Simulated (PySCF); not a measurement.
BH3, SMILES B. Geometry optimised at B3LYP-D3(BJ)/def2-TZVPD. The isomer is the one that the SMILES or the coordinates give; other isomers of the formula were not compared.

Computed equilibrium geometry at B3LYP-D3(BJ)/def2-TZVPD (PySCF confirms it by a frequency run) as a Z-matrix, and its point group:
point group D3h.
```
B
H 1 1.1894
H 1 1.1894 2 120.00
H 1 1.1894 2 120.00 3 180.00
```
Charge 0, spin multiplicity 1.
